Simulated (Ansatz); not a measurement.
`CCO[SiH2]P`. Charge 0, multiplicity 1. Geometry: relaxed with PBE0-D4/def2-TZVP. It is one conformer, not always the lowest.

```xyz
14

C     1.367    1.046    1.547
C     0.049    0.976    0.818
O     0.067   -0.126   -0.073
Si   -1.217   -0.517   -1.021
P    -0.763   -2.308   -2.285
H     2.189    1.170    0.839
H     1.539    0.131    2.116
H     1.375    1.892    2.239
H    -0.777    0.862    1.534
H    -0.128    1.904    0.259
H    -1.565    0.623   -1.918
H    -2.410   -0.818   -0.179
H    -0.225   -3.037   -1.190
H     0.501   -1.798   -2.685
```

Q: What is the dipole moment at B3LYP/def2-TZVPP? (An estimate is asked.)

A: Computed: 1.53 D, with components (0.33, 1.08, 1.04) D in this frame, pointing from negative to positive charge.

Q: And with PBE, r2SCAN, ωB97M-V? (Estimate.)

A: The calculation gave: PBE 1.51 D, r2SCAN 1.61 D, ωB97M-V 1.54 D.

Q: Give the Mulliken charges with B3LYP, ωB97M-V, PBE in def2-TZVPP. (Best estimate.)

A: The calculation gave: 
| atom | B3LYP | ωB97M-V | PBE |
| --- | --- | --- | --- |
| C1 | -0.23 | -0.29 | -0.23 |
| C2 | 0.03 | -0.03 | 0.00 |
| O3 | -0.37 | -0.36 | -0.29 |
| Si4 | 0.43 | 0.33 | 0.34 |
| P5 | -0.15 | -0.20 | -0.17 |
| H6 | 0.08 | 0.10 | 0.09 |
| H7 | 0.08 | 0.10 | 0.09 |
| H8 | 0.07 | 0.09 | 0.07 |
| H9 | 0.08 | 0.10 | 0.08 |
| H10 | 0.08 | 0.10 | 0.08 |
| H11 | -0.09 | -0.04 | -0.07 |
| H12 | -0.09 | -0.04 | -0.07 |
| H13 | 0.04 | 0.07 | 0.05 |
| H14 | 0.04 | 0.07 | 0.05 |

B3LYP here is the variant with VWN-RPA as its local correlation; programs differ in this.
